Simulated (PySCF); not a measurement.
I₂Zn (SMILES [I][Zn][I]), singlet, at a GFN2-xTB geometry (such geometries of metal compounds can be far from the true shape) (core potentials on I); PySCF with PBE0/def2-SVP.

PySCF was given this input:
```python
from pyscf import gto, scf, dft

mol = gto.M(
    atom='''
Zn    0.000000    0.000000    0.000000
I    -0.000000   -0.000000   -2.446231
I     0.000000    0.000000    2.446231
''',
    basis='def2-svp',
    ecp={'I': 'def2-svp'},
    charge=0,
    spin=0,
    verbose=4,
)

mf = dft.RKS(mol)
mf.xc = 'pbe0'
mf.kernel()
mf.analyze()
```

It wrote (shortened):

```
PySCF version 2.14.0

[INPUT] verbose = 4
[INPUT] num. atoms = 3
[INPUT] num. electrons = 80
[INPUT] charge = 0
[INPUT] spin (= nelec alpha-beta = 2S) = 0
[INPUT] symmetry False subgroup None
[INPUT] Mole.unit = angstrom
[INPUT] Symbol           X                Y                Z      unit          X                Y                Z       unit  Magmom
[INPUT]  1 Zn     0.000000000000   0.000000000000   0.000000000000 AA    0.000000000000   0.000000000000   0.000000000000 Bohr   0.0
[INPUT]  2 I      0.000000000000   0.000000000000  -2.446231000000 AA    0.000000000000   0.000000000000  -4.622706627421 Bohr   0.0
[INPUT]  3 I      0.000000000000   0.000000000000   2.446231000000 AA    0.000000000000   0.000000000000   4.622706627421 Bohr   0.0

nuclear repulsion = 392.086313513523
number of shells = 31
number of NR pGTOs = 195
number of NR cGTOs = 83
basis = def2-svp
ecp = {'I': 'def2-svp'}

******** <class 'pyscf.dft.rks.RKS'> ********
method = RKS
initial guess = minao
damping factor = 0
level_shift factor = 0
DIIS = <class 'pyscf.scf.diis.CDIIS'>
diis_start_cycle = 1
diis_space = 8
diis_damp = 0
SCF conv_tol = 1e-09
SCF conv_tol_grad = None
SCF max_cycles = 50
direct_scf = True
direct_scf_tol = 1e-13
XC library pyscf.dft.libxc version 7.1.2
    S. Lehtola, C. Steigemann, M. J. T. Oliveira, and M. A. L. Marques,  SoftwareX 7, 1–5 (2018)
XC functionals = pbe0
    C. Adamo and V. Barone,  J. Chem. Phys. 110, 6158 (1999)
    M. Ernzerhof and G. E. Scuseria,  J. Chem. Phys. 110, 5029 (1999)
radial grids:
    Treutler-Ahlrichs [JCP 102, 346 (1995); DOI:10.1063/1.469408] (M4) radial grids

becke partition: Becke, JCP 88, 2547 (1988); DOI:10.1063/1.454033
pruning grids: <function nwchem_prune>
grids dens level: 3
symmetrized grids: False
atomic radii adjust function: <function treutler_atomic_radii_adjust>
small_rho_cutoff = 0
Set gradient conv threshold to 3.16228e-05
Initial guess from minao.
tot grids = 64560
init E= -2311.60613020187
  HOMO = -1.17358972590142  LUMO = -0.901333236024264  gap/eV = 7.40848
cycle= 1 E= -2371.59605341957  delta_E=  -60  |g|= 4.04  |ddm|= 11.6
  HOMO = -0.00986498119648883  LUMO = 0.0291391071228672  gap/eV = 1.06136
cycle= 2 E= -2370.78726314005  delta_E= 0.809  |g|=  3.7  |ddm|= 10.7
  HOMO = -0.133921446588417  LUMO = 0.0369481455685019  gap/eV = 4.64960
cycle= 3 E= -2373.9681061524  delta_E= -3.18  |g|= 1.36  |ddm|= 6.32
  HOMO = -0.294828307312957  LUMO = -0.0875214107808588  gap/eV = 5.64111
cycle= 4 E= -2374.40364013633  delta_E= -0.436  |g|= 0.47  |ddm|= 1.74
  HOMO = -0.277382145724893  LUMO = -0.0822709105424835  gap/eV = 5.30925
cycle= 5 E= -2374.42726550521  delta_E= -0.0236  |g|= 0.151  |ddm|= 0.475
  HOMO = -0.281602045375957  LUMO = -0.072268743359821  gap/eV = 5.69625
cycle= 6 E= -2374.4354713591  delta_E= -0.00821  |g|= 0.0243  |ddm|= 0.256
  HOMO = -0.284172879804364  LUMO = -0.0732843217103536  gap/eV = 5.73857
cycle= 7 E= -2374.43565406268  delta_E= -0.000183  |g|= 0.00267  |ddm|= 0.0348
  HOMO = -0.283620940098009  LUMO = -0.0726701020753779  gap/eV = 5.74026
cycle= 8 E= -2374.43565601858  delta_E= -1.96e-06  |g|= 0.00056  |ddm|= 0.00515
  HOMO = -0.283658292975453  LUMO = -0.0727595221710189  gap/eV = 5.73885
cycle= 9 E= -2374.43565611702  delta_E= -9.84e-08  |g|= 2.78e-05  |ddm|= 0.00112
  HOMO = -0.283656598572338  LUMO = -0.0727531907612899  gap/eV = 5.73897
cycle= 10 E= -2374.43565611761  delta_E= -5.92e-10  |g|= 3.03e-06  |ddm|= 9.3e-05
  HOMO = -0.28365613676028  LUMO = -0.0727528778207969  gap/eV = 5.73897
Extra cycle  E= -2374.43565611762  delta_E= -1.36e-11  |g|= 2.72e-06  |ddm|= 8.32e-06
converged SCF energy = -2374.43565611762
**** SCF Summaries ****
Total Energy =                       -2374.435656117623694
Nuclear Repulsion Energy =             392.086313513523464
One-electron Energy =                -4300.112818036021963
Two-electron Energy =                 1533.590848404874578
Two-electron Coulomb Energy =         1649.059934463586160
DFT Exchange-Correlation Energy =     -115.469086058711511
HOMO-LUMO gap [eV] =                     5.738969991878281
**** MO energy ****
MO #1   energy= -347.671396415081  occ= 2
MO #2   energy= -42.4203249592266  occ= 2
MO #3   energy= -37.375064628958   occ= 2
MO #4   energy= -37.375064628958   occ= 2
MO #5   energy= -37.3739689642498  occ= 2
MO #6   energy= -6.89970433120975  occ= 2
MO #7   energy= -6.89970421486541  occ= 2
MO #8   energy= -4.94826273788049  occ= 2
MO #9   energy= -4.91372727816047  occ= 2
MO #10  energy= -4.91372593035676  occ= 2
MO #11  energy= -4.90410028580548  occ= 2
MO #12  energy= -4.9041002858054   occ= 2
MO #13  energy= -4.90410013486888  occ= 2
MO #14  energy= -4.90410013486883  occ= 2
MO #15  energy= -3.32500332339094  occ= 2
MO #16  energy= -3.32500332339092  occ= 2
MO #17  energy= -3.32475768912854  occ= 2
MO #18  energy= -1.94096419607296  occ= 2
MO #19  energy= -1.94094282284564  occ= 2
MO #20  energy= -1.93761489601182  occ= 2
MO #21  energy= -1.93761489601172  occ= 2
MO #22  energy= -1.93760955626763  occ= 2
MO #23  energy= -1.93760955626758  occ= 2
MO #24  energy= -1.92929785042589  occ= 2
MO #25  energy= -1.92929672813142  occ= 2
MO #26  energy= -1.92929637588074  occ= 2
MO #27  energy= -1.92929525358517  occ= 2
MO #28  energy= -0.718943001065943 occ= 2
MO #29  energy= -0.706785126914016 occ= 2
MO #30  energy= -0.578010716435382 occ= 2
MO #31  energy= -0.578010716435329 occ= 2
MO #32  energy= -0.575372724555973 occ= 2
MO #33  energy= -0.575369037316956 occ= 2
MO #34  energy= -0.574375828405646 occ= 2
MO #35  energy= -0.380265608418206 occ= 2
MO #36  energy= -0.332080300294211 occ= 2
MO #37  energy= -0.295427225296459 occ= 2
MO #38  energy= -0.295427225296349 occ= 2
MO #39  energy= -0.283656136760404 occ= 2
MO #40  energy= -0.28365613676028  occ= 2
MO #41  energy= -0.0727528778207969 occ= 0
MO #42  energy= 0.011134578618952  occ= 0
MO #43  energy= 0.0111345786190465 occ= 0
MO #44  energy= 0.0555097229472118 occ= 0
MO #45  energy= 0.159288619857719  occ= 0
MO #46  energy= 0.269889897688508  occ= 0
MO #47  energy= 0.334393436739703  occ= 0
MO #48  energy= 0.397161025472476  occ= 0
Dipole moment(X, Y, Z, Debye):  0.00000, -0.00000, -0.00000
```
